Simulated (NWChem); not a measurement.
# Atomisation of C$_{2}$H$_{6}$N

SMILES: C[CH]N
```xyz
9

C     -1.2399     0.2149     0.0698
C      0.0501    -0.5210     0.0896
N      1.2172     0.1945    -0.1718
H     -2.0677    -0.4328     0.3935
H     -1.2216     1.0873     0.7492
H     -1.5024     0.6077    -0.9357
H      0.0718    -1.5665    -0.2351
H      1.2631     1.1022     0.2841
H      2.0750    -0.3228    -0.0099
```
Charge 0, spin multiplicity 2.

Program: NWChem. Structure: optimised with UPBE0/def2-SVP, a minimum by its harmonic frequencies. It is one conformer; others weren't searched.

Basis set: def2-TZVP. The atomisation energy is electronic alone: no zero-point, thermal, spin-orbit or counterpoise terms. No value is extrapolated to the basis-set limit. Free atoms are single determinants with multiplicities C 3, N 4, H 2. Correlated methods freeze the same cores in atoms and molecule, 3 orbitals in all.

```
method                        atomisation energy (kcal/mol)  relative cost
----------------------------  -----------------------------  -------------
PBE0                                                  782.9        under 3
BHandHLYP                                             758.5              1
B3LYP                                                 780.2        under 3
TPSS                                                  786.2        under 3
LC-wPBE (omega 0.3 per bohr)                          787.7              6
LDA (SVWN5)                                           892.3        under 3
HF                                                    563.2        under 3
MP2                                                   750.3        under 3
PBE                                                   796.4              3
```

The values span 329.1 kcal/mol, from HF (lowest) to LDA (SVWN5) (highest). Relative cost: rough, from shared machines, SCF included, BHandHLYP = 1. Costs are the molecule's.

B3LYP has NWChem's definition, with VWN1-RPA local correlation. GW and range-separated runs recompute their integrals, the others keep them in memory, which bears on the times. The structure started from a generated list of species. The stability of the SCF solutions was not checked. Open-shell Hartree-Fock references start from PBE0 orbitals; any time given for them includes that run.
